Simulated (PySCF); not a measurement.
Work out the structure from these simulated measurements.

Formula: C6H12O.

| Item | Value |
| --- | --- |
| Dipole | 1.47 D [PBE0/pcSseg-1] |
| NMR, other nuclei | isotropic shieldings of nuclei other than C and H, by class: 311 (1 O) ppm [GIAO PBE0/pcSseg-1] |
| 1H NMR | chemical shifts (computed TMS as zero) by class: 5.73 (1 H), 3.91 (2 H), 3.24 (3 H), 1.83 (3 H), 1.83 (3 H) ppm [GIAO PBE0/pcSseg-1] |
| Rotational structure | rotational constants A, B, C: 4.351, 1.545, 1.377 GHz [GFN2-xTB] |
| 13C NMR | chemical shifts (computed TMS as zero) by class: 140.3 (1 C), 133.0 (1 C), 82.2 (1 C), 57.2 (1 C), 16.8 (1 C), 14.1 (1 C) ppm [GIAO PBE0/pcSseg-1] |

Electronic properties: PySCF, gas phase, density fitting. Levels stand in brackets. One conformer (not necessarily the lowest) at the GFN2-xTB geometry, without solvent, vibrations or thermal averaging. NMR values are class means; diastereotopic atoms form classes of their own.

Task: Propose a structure and show how it fits.

Result: Numbering: `[CH3:1]/[CH:2]=[C:3](\[CH3:4])[CH2:5][O:6][CH3:7]`. Its formula, C6H12O, gives 1 degree of unsaturation: 0 rings and 1 π bond in the structure found. 6 carbons fall into 6 classes; from least to most shielded: fully substituted alkene carbon [C3] (140.3 ppm), alkene CH carbon [C2] (133.0 ppm), sp3 carbon bound to oxygen [C5] (82.2 ppm), methoxy carbon [C7] (57.2 ppm), allylic carbon [C1] (16.8 ppm), allylic carbon [C4] (14.1 ppm). Hydrogen classes from least to most shielded: 1 H on an alkene CH carbon, C2 (5.73 ppm), 2 H on an sp3 carbon bound to oxygen, C5 (3.91 ppm, a mean of values up to 0.9 ppm apart in this geometry), 3 H on a methoxy carbon, C7 (3.24 ppm, a mean of values up to 0.8 ppm apart in this geometry), 3 H on an allylic carbon, C1 (1.83 ppm), 3 H on an allylic carbon, C4 (1.83 ppm, a mean of values up to 0.5 ppm apart in this geometry). The other shieldings belong to: 311 ppm, ether oxygen [O6]. The optimised geometry has point group C1 and is an asymmetric top. Structure: `C/C=C(\C)COC`. Computed isomers that give other values at the same levels: `C/C=C(/C)COC` (13C chemical shifts (computed TMS as zero) by class: 139.2 (1 C), 133.3 (1 C), 71.3 (1 C), 56.9 (1 C), 24.8 (1 C), 16.6 (1 C) ppm); `CC(C)[C@@H](C)C=O` (rotational constant A: 2.746 GHz; this holds for the one conformer computed); `OCC1CCCC1` (13C chemical shifts (computed TMS as zero) by class: 74.1 (1 C), 49.2 (1 C), 32.8 (2 C), 29.8 (2 C) ppm). The assignments are read from this structure; whether some other isomer fits the data as well wasn't checked.

Shape of the structure used: `[CH3:1]/[CH:2]=[C:3](\[CH3:4])[CH2:5][O:6][CH3:7]`: C2–C3–C5–O6 118°, C3–C5–O6–C7 -68°.
